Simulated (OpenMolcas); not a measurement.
Pd4+ (d6) in a complex was computed by SS-CASPT2, IPEA 0.25 Eh, imaginary shift 0.1 Eh with the d shell active (OpenMolcas, ANO-RCC-VTZP on the metal). Its lowest spin-free states, and all those of the highest spin:

```tsv
2S+1	Degeneracy	E (cm-1)
1	1	0
3	3	17080
1	3	18190
3	3	21010
1	3	25870
1	1	28430
1	1	30950
5	3	32710
3	2	33940
1	2	35940
3	1	38040
3	3	38440
5	2	61830
```

Problem. Is the site octahedral, tetrahedral or cube-like, axial, or of lower symmetry?

Solution. The states with 2S+1 = 5 have orbital degeneracies 3, 2. Threefold states need a cubic site. For d6 at this spin an octahedron puts the threefold T2 below the twofold E and a tetrahedron or cube puts the twofold E below the threefold T2, so the site is octahedral. The first gap at this spin, 29100 cm-1, is |10Dq| in ligand-field theory. The run had Pd4+ with 6 ligands (water) in octahedral coordination (Th) at 1.98 Å. Ligand basis ANO-RCC-VDZP.

Roots that are degenerate in the reference are averaged as groups; the widest CASPT2 spread within a group is 2100 cm-1 (the 3-fold group of multiplicity 1 near 51700 cm-1 above the lowest state of its run). Shifts and gaps below about the spread of the groups concerned are not significant. Over all roots computed the reference weight is 0.52 to 0.67; the roots of lowest weight are the least certain, and an intruder state may touch them. The least metal-like active orbital is 68 % on the metal (Löwdin) and no ligand orbital is active, so the numbers are rough, and ground spin, moment and any spin crossover can be artefacts of this space; highly charged d ions in such sites are as a rule low spin. Ligand-to-metal charge-transfer states are missing. With no ligand orbital active B as a rule stays too high, so bands that hang on it stand too high and its fall with covalency is understated. With one d shell and no ligand orbital active, 10Dq can be off by a tenth or more. No measured value stands beside these numbers; the geometry was imposed, not optimised, and the real ion may take another.
